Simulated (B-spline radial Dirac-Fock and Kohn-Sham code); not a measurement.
## The C-like isoelectronic sequence (6 electrons), Z = 6 to 22

Model: multi-electron Dirac-Fock with separately optimised hole states, Breit and Lamb-shift corrections added in first order. Program: a radial B-spline solver. Binding energies in eV, tabulated ground configurations ([He] 2s2 2p2 throughout). The model has no electron correlation.

| ion | 1s | 2s | outermost level | NIST ionisation energy |
| --- | --- | --- | --- | --- |
| C | 297.0 | 18.03 | 9.99 (2p) | 11.26029 |
| N⁺ | 432.6 | 38.81 | 28.07 (2p) | 29.60125 |
| O²⁺ | 595.7 | 66.59 | 53.16 (2p) | 54.93554 |
| F³⁺ | 786.2 | 101.3 | 85.17 (2p) | 87.175 ± 0.017 |
| Ne⁴⁺ | 1004.2 | 142.9 | 124.1 (2p) | 126.247 ± 0.012 |
| Mg⁶⁺ | 1522.4 | 246.7 | 222.4 (2p) | 225.02 ± 0.06 |
| Al⁷⁺ | 1822.6 | 309.0 | 281.9 (2p) | 284.64 ± 0.07 |
| Si⁸⁺ | 2150.4 | 378.1 | 348.2 (2p) | 351.28 ± 0.06 |
| P⁹⁺ | ? | ? | ? | ? |
| S¹⁰⁺ | 2888.6 | 537.1 | 501.3 (2p) | 504.55 ± 0.12 |
| Cl¹¹⁺ | 3299.2 | 627.0 | 588.1 (2p) | 591.58 ± 0.19 |
| Ar¹²⁺ | 3737.4 | 723.9 | 681.8 (2p) | 685.5 ± 0.3 |
| K¹³⁺ | 4203.5 | 827.7 | 782.4 (2p) | 786.3 ± 0.3 |
| Ca¹⁴⁺ | 4697.4 | 938.5 | 889.9 (2p) | 894 ± 0.4 |
| Sc¹⁵⁺ | 5219.3 | 1056.4 | 1004.2 (2p) | 1008.6 ± 0.4 |
| Ti¹⁶⁺ | 5769.1 | 1181.3 | 1125.4 (2p) | 1130.2 ± 0.5 |

Problem. Fill in the row of P⁹⁺.

Solution. 1s 2505.7, 2s 454.2, outermost 421.3 (2p), NIST 424.4 ± 0.09 eV.

NIST's values are for the lowest levels; a dash marks a value that is missing or belongs to another shell. Their kind here: measured, semi-empirical. Where a p, d or f shell is open in either ion the computed value averages over both j values and all terms, while the table refers to the lowest levels; that difference holds spin-orbit splitting (largest in heavy or highly charged ions), term energies where several electrons share open shells, and correlation, and it can reach 10 % or more.
